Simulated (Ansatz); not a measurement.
Complex (SMILES): F (HF) with N#N (N2), atoms 1 to 2 the first; geometry from B3LYP-D3(BJ)/def2-TZVP, monomers rigid:
```xyz
4

F      0.3830    -0.0965     0.2212
H     -0.2809     0.0249    -0.4159
N     -2.5150     0.4344    -2.5571
N     -1.7349     0.2913    -1.8098
```

Interaction energy at MP2 with Ansatz (a program for electronic structure), kcal/mol, without and with the counterpoise correction (monomers among the partner's ghost functions). Cartesian d functions, on some or all atoms, in 6-31G*, 6-31+G*; all else is spherical. Cores are frozen. No added dispersion term, no relativity. Reference, counterpoise-corrected: Hartree-Fock in aug-cc-pVQZ plus the correlation part extrapolated as X^-3 from aug-cc-pVTZ and aug-cc-pVQZ, -2.45.

```csv
basis,functions,uncorrected,counterpoise,counterpoise correction,mean of both
pcseg-0,29,-3.61,-2.39,1.22,-3.00
def2-SV(P),44,-3.14,-1.81,1.34,-2.48
def2-SVP,47,-3.02,-1.92,1.11,-2.47
6-31G*,47,-2.74,-1.60,1.14,-2.17
cc-pVDZ,47,-3.52,-1.90,1.63,-2.71
6-31+G*,59,-2.81,-1.67,1.14,-2.24
pcseg-2,104,-2.59,-2.23,0.36,-2.41
"6-311++G(3df,3pd)",135,-3.34,-2.19,1.14,-2.76
aug-cc-pVTZ,161,-2.82,-2.31,0.52,-2.57
def2-QZVPP,201,-2.68,-2.37,0.31,-2.53
pcseg-3,213,-2.74,-2.38,0.36,-2.56
aug-cc-pVQZ,286,-2.73,-2.40,0.33,-2.56
```

The corrected value lies nearer the reference in 9 of 12 rows.
